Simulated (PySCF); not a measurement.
# What a mistake does to a calculation on BCH6NSi

Calculated results; nothing here was measured. They come from PySCF 2.14.0, an open-source quantum chemistry program, on an isolated molecule that a program drew, which may never have been made. The molecule is BCH6NSi (charge 0, singlet), drawn as the SMILES string `N=BC[SiH3]`.

Each row is a Hartree-Fock (HF) and frozen-core CCSD(T) single point in the cc-pV(D+d)Z basis, meant for a local HF minimum. Run 1 is clean. Each other run has one planted mistake out of seven kinds, and not every kind appears here: one electron removed, one electron added, multiplicity raised by two, geometry at a saddle point, minimal basis STO-3G, one bond length entered in bohr, all coordinates scaled. The reference is restricted for singlets and unrestricted otherwise, and also for a bond in bohr. Adding or removing an electron swaps singlet and doublet. Electrons count all cores. HOMO and LUMO are orbital energies over both spins, the gradient is its largest component, and the lowest frequency (negative if imaginary) is given only where the gradient is small. Bond lengths are over the 9 bonds as drawn. T1 is the CCSD diagnostic: over 0.02 (restricted) or 0.045 (unrestricted) a single reference is doubtful.

Geometry of the clean run:
```xyz
10
BCH6NSi, angstrom
N    -1.7166   -1.8223    0.0177
B    -2.1985   -0.6988    0.1522
C    -2.7740    0.7250    0.3354
Si   -1.5742    1.9539    1.1290
H    -1.3458   -2.7265   -0.0958
H    -3.0780    1.1171   -0.6403
H    -3.6754    0.6706    0.9540
H    -2.2373    3.2728    1.2578
H    -0.3647    2.1060    0.2888
H    -1.1748    1.4854    2.4755
```

| run | electrons | basis functions | <S^2> | HOMO (eV) | LUMO (eV) | gradient (hartree/bohr) | lowest frequency (cm^-1) | mean bond (Å) | longest bond (Å) | T1 | HF (hartree) | CCSD(T) (hartree) | mistake |
|---|---|---|---|---|---|---|---|---|---|---|---|---|---|
| 1 | 38 | 95 | 0.000 | -10.95 | 3.97 | 2.8e-05 | 135 | 1.3649 | 1.892 | 0.0136 | -409.46109 | -410.01303 | no fault |
| 2 | 39 | 95 | 0.758 | 3.26 | 9.00 | 2.8e-02 | - | 1.3649 | 1.892 | 0.0260 | -409.32714 | -409.90199 | one electron added |
| 3 | 38 | 30 | 0.000 | -8.85 | 10.80 | 9.5e-02 | - | 1.3649 | 1.892 | 0.0153 | -404.63302 | -404.89511 | ? |
| 4 | 38 | 95 | 0.808 | -9.19 | 1.74 | 1.1e-02 | - | 1.5113 | 2.798 | 0.0486 | -409.34680 | -409.89011 | ? |

**Which mistake was planted in run 3, and what did it cost?**

It has 30 basis functions where the clean run has 95, with the same electrons and geometry. So the mistake is: minimal basis STO-3G. Subtracting run 1 and multiplying by 627.51 kcal/mol a hartree, the energy moved by 3029.7 kcal/mol in HF and 3211.5 kcal/mol in CCSD(T).

**Which mistake was planted in run 4, and what did it cost?**

The mean bond changes by a factor of 1.107 and the longest by 1.479, so the molecule wasn't scaled as a whole. A length L in bohr read as angstrom grows by (1/0.5292 - 1) L = 0.890 L. The 9 bonds together grew by 9 x 0.1464 = 1.318 Å, which gives L = 1.481 Å. That is the length of one of the H-Si bonds, 1.481 Å in the clean geometry. So the mistake is: one bond length entered in bohr. Subtracting run 1 and multiplying by 627.51 kcal/mol a hartree, the energy moved by 71.7 kcal/mol in HF and 77.1 kcal/mol in CCSD(T).

Cautions from the logs. Run 2: the HOMO is above zero, so the electron isn't bound and the energy depends on the basis; run 4: T1 is over the limit, so its CCSD(T) energy is less reliable.
